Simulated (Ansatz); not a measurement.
CH5F3Si2, SMILES `C[SiH2][Si](F)(F)F`. The species carries charge 0 and has multiplicity 1.

Cartesian coordinates in Å:
```
C -1.3082 -0.3308 1.0975
Si -0.3279 -0.7005 -0.4529
Si 1.4303 0.8146 -0.6662
F 0.9121 2.3104 -0.7460
F 2.3078 0.5669 -1.9603
F 2.4168 0.7499 0.5728
H -2.1332 -1.0384 1.2035
H -1.7249 0.6777 1.0610
H -0.6752 -0.4081 1.9837
H 0.2671 -2.0629 -0.4171
H -1.1647 -0.5788 -1.6761
```

(1) Give the diagnostics of a CCSD(T)/def2-TZVPP run (frozen core, Ansatz). (An estimate is asked.)

Results:

(1) Computed: T1 = 0.0121, largest single amplitude 0.020, largest double 0.030, (T) share of the correlation energy 3.0 %, 9 CCSD cycles. The RHF solution is stable towards an unrestricted one. T1 lies under the customary mark of 0.02 for closed shells.
